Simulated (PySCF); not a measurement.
NMR data simulated for an unnamed compound:

¹H NMR (300 MHz, computed): δ 6.11 (m, 1H), 5.82 (m, 1H), 5.69 (m, 1H), 5.08 (m, 2H), 4.98 (d, 2H).

¹³C{¹H} NMR (computed): δ 183.6 (C), 141.2 (CH), 129.2 (CH2), 68.6 (CH2).

Non-relativistic Hamiltonian, in vacuum, single conformer, averaged over atoms made equivalent by symmetry, fast rotation or ring inversion. GFN2-xTB geometry; shieldings: GIAO PBE0/pcSseg-1; PySCF 2.14.

Scale: ¹H, ¹³C against TMS (reference shieldings calculated alike).

Task: Which of these does the molecule contain: a (CH3)2CH unit, a tert-butyl group, a non-aromatic C=C double bond, a nitrile, a Si–H bond, a vinyl group CH=CH2?

Result: 
- A (CH3)2CH unit: no.
- A tert-butyl group: no.
- A non-aromatic C=C double bond: yes.
- A nitrile: no.
- A Si–H bond: yes (δH 5.08 (m)).
- A vinyl group CH=CH2: yes (δC 129.2, 141.2; δH 5.82 (m), 5.69 (m), 6.11 (m)).

The data belong to SMILES O=C(OCC=C)[SiH2]F, C4H7FO2Si; they needn't prove each group on their own.

Carbon signals by region: 1 in the far downfield region (above 160 ppm), 2 in the sp2 and nitrile region (100–160 ppm), 1 at 50–100 ppm. Above 160 ppm: 183.6, carbonyl carbon.

Splittings by ¹⁹F in the carbon and heteronuclear signals aren't shown, as no couplings were computed. Shifts are as computed. Against solution values, carbons near 30 ppm lie about +3 ppm off and those near 130 ppm about +5 ppm. Of 1211 compounds with measured shifts, 218 miss one by over three times the rms of a fit or turn the order of signals round; such compounds aren't used in these exercises. Multiplicities follow the n + 1 count of equivalent neighbours, as no J values were calculated; m marks all less simple cases, F and P coupling included.
